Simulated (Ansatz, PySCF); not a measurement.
Process, species as SMILES: [F][GeH]([F])[F] -> [F][Ge-]([F])[F] + H+
Structures are relaxed separately at B3LYP-D3(BJ)/def2-TZVP in Ansatz (a first-principles code).
Geometry of the first species:
```
Ge
F 1 1.7176
F 1 1.7176 2 106.40
F 1 1.7176 2 106.40 3 -113.16
H 1 1.5172 2 112.39 4 -123.42
```

Quantity: gas-phase deprotonation energy (enthalpy at 298 K, with B3LYP-D3(BJ) rigid-rotor harmonic-oscillator terms from PySCF), in eV. Valence correlation only, unless marked. Spin-orbit coupling is left out. Frozen are the shells of the preceding noble gas and the d and f shells that filled before the atom's block. No relativistic terms. Anions need diffuse functions: aug- sets have them; def2-D sets add few; the other sets have none. CBS marks a two-point X^-3 extrapolation of the correlation energy; Hartree-Fock from the larger set. [CCSD(T)-MP2]/basis is that difference in the basis named.

```tsv
level	program	gas-phase deprotonation energy (eV)
r2SCAN-D4/def2-TZVPD	Ansatz + dftd4	13.73
B3LYP-D4/def2-TZVPD	Ansatz + dftd4	?
PBE0/STO-3G	Ansatz	19.70
PBE0-D3(BJ)/def2-TZVPD	Ansatz + dftd3	13.72
BHLYP-D3(BJ)/def2-TZVPD	Ansatz + dftd3	13.79
LC-wPBE/def2-TZVPD	Ansatz	?
B2GP-PLYP-D3(BJ)/def2-TZVPD	Ansatz + dftd3	13.74
B2GP-PLYP-D4/def2-TZVPD	Ansatz + dftd4	13.73
SCS-MP2/STO-3G	Ansatz	20.14
CCSD/6-31G	Ansatz	13.52
CCSD/6-31G*	Ansatz	?
RI-MP2/CBS(aug-cc-pVTZ,aug-cc-pVQZ)+[CCSD(T)-MP2]/aug-cc-pVTZ	Ansatz	?
```

Question: Some entries are withheld; supply them.

Answer: 
- B3LYP-D4/def2-TZVPD, gas-phase deprotonation energy (eV): 13.50
- LC-wPBE/def2-TZVPD, gas-phase deprotonation energy (eV): 13.84
- CCSD/6-31G*, gas-phase deprotonation energy (eV): 14.29
- RI-MP2/CBS(aug-cc-pVTZ,aug-cc-pVQZ)+[CCSD(T)-MP2]/aug-cc-pVTZ, gas-phase deprotonation energy (eV): 13.95
